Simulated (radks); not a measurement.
The numbers below are computed, except where a source is named.
Task: Coulomb parameter of the 4d shell of the palladium ion Pd+ in the model configuration [Kr] 4d7.5 5p1.5, as a second difference U = [E(n + 0.5) + E(n - 0.5) - 2 E(n)] / (0.5)^2 with all orbitals relaxed. "Bare": the charge of the atom changes with n. "Screened": the 5p shell takes up the change at fixed total charge, which measures U(4d,4d) + U(5p,5p) - 2 U(4d,5p). Code: a radial shooting solver on a logarithmic mesh with Libxc functionals. Model: scalar-relativistic Kohn-Sham, r2SCAN, spin-unpolarised, spherical densities, finite nucleus; meta-GGA in the generalised Kohn-Sham scheme; Fermi nuclear charge, rms radius 4.5318 fm. Estimate both.

Result: U(bare) = 12.278 eV, U(screened by 5p) = 3.230 eV, against the Slater integral F0(4d,4d) = 18.256 eV with frozen orbitals.
